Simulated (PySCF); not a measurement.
Job file and geometry (Å, from GFN2-xTB) of an NMR shielding run on SMILES Cc1csc([SiH3])p1, C₄H₇PSSi, GIAO PBE0/pcSseg-1 NMR shielding, non-relativistic, gas phase in PySCF; density fitting, a coarse starting grid and PySCF grid level 2 are the driver's defaults:

```
{"job": {"kind": "nmr", "xc": "PBE0", "basis": "pcSseg-1"}, "charge": 0, "multiplicity": 1}
C     -2.710852    -0.584108    -0.021147
C     -1.297824    -0.085671     0.028806
C     -0.986647     1.206553     0.292833
S      0.673624     1.631966     0.326683
C      1.267942     0.049709    -0.022921
Si     3.130444    -0.187334    -0.167675
P      0.085539    -1.174303    -0.242939
H     -3.136454    -0.621513     0.981901
H     -3.331199     0.074398    -0.627607
H     -2.740358    -1.586110    -0.443518
H     -1.695183     1.994024     0.482610
H      3.591648     0.443550    -1.407689
H      3.379908    -1.626294    -0.179463
H      3.768736     0.464660     0.977961
```

Task: What does the program print?

Result: 
```
coarse grid: 13560 points
cycle   1  E = -1184.9465404282  dE =  9.178e-01  |g| = 3.335e-01  |ddm| = 3.856e+00
cycle   2  E = -1184.9260861788  dE =  2.045e-02  |g| = 4.262e-01  |ddm| = 7.644e-01
cycle   3  E = -1184.9736927820  dE = -4.761e-02  |g| = 8.261e-02  |ddm| = 5.231e-01
cycle   4  E = -1184.9752726597  dE = -1.580e-03  |g| = 3.031e-02  |ddm| = 1.081e-01
cycle   5  E = -1184.9754865593  dE = -2.139e-04  |g| = 1.083e-02  |ddm| = 4.451e-02
cycle   6  E = -1184.9755196078  dE = -3.305e-05  |g| = 3.063e-03  |ddm| = 1.694e-02
cycle   7  E = -1184.9755219119  dE = -2.304e-06  |g| = 5.063e-04  |ddm| = 3.531e-03
final grid: 118040 points
cycle   8  E = -1185.0201325625  dE = -1.592e-05  |g| = 9.114e-03  |ddm| = 2.728e-02
cycle   9  E = -1185.0201070266  dE =  2.554e-05  |g| = 1.342e-02  |ddm| = 2.138e-02
cycle  10  E = -1185.0201531918  dE = -4.617e-05  |g| = 1.405e-03  |ddm| = 1.410e-02
cycle  11  E = -1185.0201536613  dE = -4.694e-07  |g| = 3.591e-04  |ddm| = 1.589e-03
cycle  12  E = -1185.0201536908  dE = -2.949e-08  |g| = 1.648e-04  |ddm| = 5.391e-04
cycle  13  E = -1185.0201536980  dE = -7.235e-09  |g| = 3.808e-05  |ddm| = 1.940e-04
cycle  14  E = -1185.0201536983  dE = -2.558e-10  |g| = 2.140e-05  |ddm| = 6.375e-05
converged SCF energy = -1185.0201536983

GIAO shielding tensors (ppm)
atom      isotropic    diamagn.    paramagn.     s11        s22        s33       span
  0 C      169.174     243.021     -73.847    154.035    164.440    189.047     35.012
  1 C       17.069     267.077    -250.008    -78.607     -1.878    131.693    210.300
  2 C       36.225     259.380    -223.155    -61.094     44.824    124.945    186.039
  3 S      126.203    1059.099    -932.896    -37.427    171.157    244.877    282.304
  4 C        9.741     270.676    -260.935   -134.679      5.111    158.791    293.470
  5 Si     427.128     879.577    -452.449    407.890    411.838    461.655     53.766
  6 P       31.029     969.798    -938.769   -233.798     38.649    288.236    522.034
  7 H       28.926      27.480       1.447     24.666     26.681     35.431     10.765
  8 H       28.926      27.742       1.184     23.759     27.843     35.178     11.419
  9 H       28.713      28.670       0.043     22.949     29.005     34.185     11.236
 10 H       23.457      33.079      -9.622     20.401     23.423     26.546      6.145
 11 H       26.869      27.974      -1.105     23.357     24.832     32.418      9.061
 12 H       26.874      28.148      -1.274     22.662     26.308     31.653      8.990
 13 H       26.905      28.111      -1.205     22.831     25.707     32.178      9.348
```

Task: Turn these shieldings into chemical shifts. Shifts are taken against calculated references (same method and geometry level): 13C (σref 186.93) and 29Si (σref 349.16) and 1H (σref 31.72) vs TMS; CS2 for 33S (σref 503.73); 31P (σref 318.38) against H3PO4.

Result: Averaging equivalent atoms: C 4: 177.2; C 1: 169.9; C 2: 150.7; C 0: 17.8; S 3: 378; Si 5: -78.0; P 6: 287.3; H 10: 8.26; H 11/12/13: 4.83; H 7/8/9: 2.86 ppm. Experimental scales use liquid or dissolved standards, which lie at an offset from isolated H3PO4.

Size and cost of the density-fitted run: 175 basis functions, 44 s wall time on 1 thread of an Arm Neoverse V1, shared host.
